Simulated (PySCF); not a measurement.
CH12Si5, SMILES [SiH3][Si]1([SiH3])[SiH2]C[SiH2]1.

Coordinates come from a B3LYP-D3(BJ)/def2-SVP optimisation. This is a generated structure with no PubChem entry under its InChIKey; it may be hypothetical.

Level of theory: PySCF with TDA-PBE/def2-SVPD.

Vertical excitations.  State labels are in the subgroup Cs.

```tsv
state	symmetry	energy (eV)	λ (nm)	f	main pairs
S1	A"	5.07	245	0.002	HOMO→LUMO 91 %
S2	A"	5.26	236	0.020	HOMO→LUMO+2 71 %, HOMO−1→LUMO+1 20 %
S3	A'	5.40	229	0.034	HOMO−1→LUMO 45 %, HOMO→LUMO+1 32 %, HOMO−1→LUMO+2 10 %
S4	A"	5.42	229	0.009	HOMO→LUMO+3 95 %
S5	A'	5.43	228	0.023	HOMO−1→LUMO 37 %, HOMO→LUMO+1 34 %, HOMO−2→LUMO 10 %, HOMO→LUMO+5 8 %
S6	A"	5.60	222	0.033	HOMO−1→LUMO+1 71 %, HOMO→LUMO+2 13 %
T1	A"	4.62	268	0	HOMO→LUMO 97 %
T2	A'	4.64	267	0	HOMO→LUMO+1 97 %
```
Triplets are in the Tamm–Dancoff approximation.
